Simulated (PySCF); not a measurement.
These compounds are isomers of formula C₆H₁₀O₂.

A. SMILES C(C)(C)O/C=C\C=O
B. SMILES C=C/C=C/OCOC
C. `C/C=C(/C)CC(=O)O`
D. SMILES C/C=C(/C)OC(C)=O

Spectrum 1. $^{1}$H NMR (400 MHz, computed): δ 6.73 (d, 1H), 6.31 (m, 1H), 5.28 (m, 1H), 5.24 (m, 1H), 5.10 (s, 2H), 5.09 (m, 1H), 3.67 (s, 3H). $^{13}$C{$^{1}$H} NMR (computed): δ 155.9 (CH), 141.4 (CH), 117.8 (CH2), 111.0 (CH), 98.4 (CH2), 59.0 (CH3).

Spectrum 2. $^{1}$H NMR (400 MHz, computed): δ 5.29 (q, 1H), 2.17 (s, 3H), 2.08 (s, 3H), 1.75 (d, 3H). $^{13}$C{$^{1}$H} NMR (computed): δ 174.7 (C), 156.7 (C), 120.1 (CH), 23.7 (CH3), 21.8 (CH3), 14.2 (CH3).

Spectrum 3. $^{1}$H NMR (400 MHz, computed): δ 5.87 (br s, 1H), 5.86 (q, 1H), 2.96 (s, 2H), 2.04 (s, 3H), 1.95 (d, 3H). $^{13}$C{$^{1}$H} NMR (computed): δ 174.8 (C), 139.6 (C), 130.2 (CH), 40.1 (CH2), 26.2 (CH3), 15.0 (CH3).

Spectrum 4. $^{1}$H NMR (400 MHz, computed): δ 10.43 (d, 1H), 7.06 (d, 1H), 5.21 (m, 1H), 4.00 (sept, 1H), 1.38 (d, 6H). $^{13}$C{$^{1}$H} NMR (computed): δ 190.7 (CH), 167.8 (CH), 115.3 (CH), 80.7 (CH), 24.9 (CH3).

Relativity neglected, isolated molecule, fast rotation and ring inversion assumed for equivalent nuclei, a single conformation. σ from GIAO-PBE0/pcSseg-1; geometry: GFN2-xTB; PySCF 2.14.0 with density-fitted response routines.

Chemical shifts δ = σref − σ; $^{1}$H (σref 31.72), $^{13}$C (σref 186.93) vs TMS, all at this level. Where no couplings were computed, multiplicities follow the n + 1 count of equivalent neighbours, and m marks all less simple cases (inequivalent or close neighbours, rings, F or P nearby). Acid and N–H amide carbonyl carbons lie up to 10 ppm further downfield in solution (hydrogen bonding). Shifts are as computed. Against solution values, carbons near 30 ppm lie about +3 ppm off and those near 130 ppm about +5 ppm. Of 1211 compounds with measured shifts, 218 miss one by over three times the rms of a fit or turn the order of signals round; such compounds aren't used in these exercises. OH and NH positions are gas-phase values without hydrogen bonding to other molecules.

Which spectrum belongs to which compound?

Answers

1–B, 2–D, 3–C, 4–A.

- Spectrum 1 (B): 6 $^{13}$C signals; δC 155.9 is an alkene carbon bearing oxygen; δC 141.4 is an alkene CH.
- Spectrum 2 (D): 6 $^{13}$C signals; δC 174.7 is an ester carbonyl carbon; δC 156.7 is an alkene carbon bearing oxygen.
- Spectrum 3 (C): 6 $^{13}$C signals; δC 174.8 is a carboxylic acid carbon; δC 139.6 is a fully substituted alkene carbon.
- Spectrum 4 (A): 5 $^{13}$C signals; δC 190.7 is an aldehyde carbonyl carbon; δC 167.8 is an alkene carbon bearing oxygen.
